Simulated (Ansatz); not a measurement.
Job for Ansatz (a first-principles code): R-B3LYP/def2-TZVPPD on CH3I (SMILES CI). Elements past Kr take the def2 small-core potentials; no spin–orbit coupling. Files ending in .json are basis or fitting sets from the Basis Set Exchange.

Ansatz 0.2 input:
```yaml
crystal:
  periodic: [false, false, false]
  atoms:
    - {symbol: C, position_ang: [1.13491521, -1.19410530, 2.94098175]}
    - {symbol: I, position_ang: [-0.93520010, -0.80571809, 3.41155398]}
    - {symbol: H, position_ang: [1.35734553, -2.19947690, 3.27914660]}
    - {symbol: H, position_ang: [1.23593003, -1.09702227, 1.86538912]}
    - {symbol: H, position_ang: [1.72651631, -0.45595828, 3.46989096]}
basis:
  gaussian:
    orbitals: def2-TZVPPD.json
hamiltonian:
  xc: {name: B3LYP}
scf: {lower_state_search: off}
```

The head of its log:

```
WARN ansatz: RAYON_NUM_THREADS=1 ignored (pool sized by the plan → 1); use --threads N
Functional definition: B3LYP
these checks for a lower state are left out or cut short: stability, starts, cluster_reference, orbital_swaps, neighbouring_geometries, increment
integrals: 0.04 GiB planned
794 factors; their error is unknown
mean field: 0.50 GiB planned
mean field evaluation 1: about -9184.6014 eV, gradient 4.9e1 eV
mean field evaluation 2: about -9177.5597 eV, gradient 6.7e1 eV
```

### Question
Give the final energy of this run.

### Answer
-337.7353 hartree.
